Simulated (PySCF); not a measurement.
Ga(Cl)2(SH) (Cl₂GaHS), SMILES [SH][Ga]([Cl])[Cl].

Coordinates come from a B3LYP-D3(BJ)/def2-SVP optimisation. The structure was generated by enumeration; whether it is a known compound was not checked. The values are those of a single conformer.

Two levels are set side by side: PBE/def2-TZVP (PySCF) and B3LYP/def2-TZVP (PySCF). Same geometry, gas phase. Differences are taken from unrounded values.

```json
[
 {"quantity": "orbital gap (eV)", "B3LYP": "6.00"},
 {"quantity": "highest occupied level (eV)", "B3LYP": "-8.08"},
 {"quantity": "lowest empty level (eV)", "B3LYP": "-2.08"},
 {"quantity": "dipole moment (D)", "B3LYP": "1.48"},
 {"quantity": "mean polarisability (bohr³)", "B3LYP": "70.4"}
]
```

Q: What does PBE give, and how far is it from B3LYP? (An estimate is asked for; the answer gives what the named calculation found.)

A: 
```
quantity                       PBE  PBE minus B3LYP
---------------------------  -----  ---------------
orbital gap (eV)              4.41            -1.59
highest occupied level (eV)  -7.11             0.98
lowest empty level (eV)      -2.69            -0.61
dipole moment (D)             1.46            -0.02
mean polarisability (bohr³)   72.4              2.0
```

Without exact exchange PBE keeps part of each electron's self-repulsion, which lifts occupied levels and narrows the gap. Differences between two approximate levels are no errors against the true value.

Rough cost on one machine, each run with all the roots and properties that it gave: B3LYP against PBE within a factor of 2.
